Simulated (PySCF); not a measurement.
C₃H₅ClN₂Si.
Bonds: Si1–N2, N2–C3 (aromatic), C3–N4 (aromatic), N4–C5 (aromatic), C5–C6 (aromatic), C6–Cl7, N2–C6 (aromatic). Hydrogens: H8, H9, H10 on Si1; H11 on C3; H12 on C5.

Lines to be assigned: C 1s: 290.88 (area 1), 291.85 (area 1), 292.44 (area 1) eV; N 1s: 404.49 (area 1), 406.21 (area 1) eV; Si 1s: 1847.88 eV; Si 2p3/2: 108.05 eV; Cl 1s: 2829.47 eV; Cl 2p3/2: 206.85 eV.

Computed with PySCF, delta-SCF UKS SCAN, pcX-2 on the ionised atom, pcseg-1 elsewhere, spin-free X2C. Geometry: PBE0-D3(BJ)/def2-SVP; no solvent, vibrations or thermal averaging.

(1) Assign the C 1s lines to atoms.

(2) Order the nitrogen atoms by N 1s binding energy.

Results:

(1) 290.88 eV: C5 (aromatic CH next to a ring nitrogen); 291.85 eV: C3 (aromatic CH next to a ring nitrogen); 292.44 eV: C6 (aromatic C–Cl carbon). The listed C 1s values span 1.56 eV, from C5 (bonded to N (aromatic in the SMILES), C (aromatic in the SMILES) and H) to C6 (bonded to Cl, N (aromatic in the SMILES) and C (aromatic in the SMILES)). Summing the Pauling electronegativity differences to the bonded atoms, each weighted by its formal bond order, gives +0.39 for the lowest site and +1.35 for the highest; no listed site has a larger sum than the highest.

(2) 404.49 eV: N4 (pyridine-type nitrogen); 406.21 eV: N2 (pyrrole-type nitrogen). Lowest listed N 1s: N4, bonded to 2 C (aromatic in the SMILES). Highest, 1.72 eV above it: N2, bonded to 2 C (aromatic in the SMILES) and Si. Summing the Pauling electronegativity differences to the bonded atoms, each weighted by its formal bond order, gives -1.47 for the lowest site and -2.61 for the highest; the largest sum, -1.47, belongs to N4, 1.72 eV below the top. The smallest sum, -2.61, belongs to N2, 1.72 eV above the lowest.

Bonded neighbours of each site: Si1: N and 3 H; N2: 2 C (aromatic in the SMILES) and Si; C3: 2 N (aromatic in the SMILES) and H; N4: 2 C (aromatic in the SMILES); C5: N (aromatic in the SMILES), C (aromatic in the SMILES) and H; C6: Cl, N (aromatic in the SMILES) and C (aromatic in the SMILES); Cl7: C.

Task: Which photon wavelength matches the N 1s of N4 threshold?

Result: λ = hc/E = 12398.42 eV Å / 404.49 eV = 30.652 Å.

The 2p values aren't plain energy differences: one relaxed spin-free 2p hole is combined with a matrix within the shell (ground-state 2p orbital-energy differences and spin–orbit coupling). 2p3/2, the mean of its two sublevels, lies a third of the splitting below the shell's mean and 2p1/2 two thirds above it; the statistical areas are 2:1. 2p1/2 minus 2p3/2 (ligand field included): Si 0.62 eV, Cl 1.65 eV.

Time: 73 s; peak memory 0.63 GiB. Hardware: one thread of an Arm Neoverse V1, on a shared host.
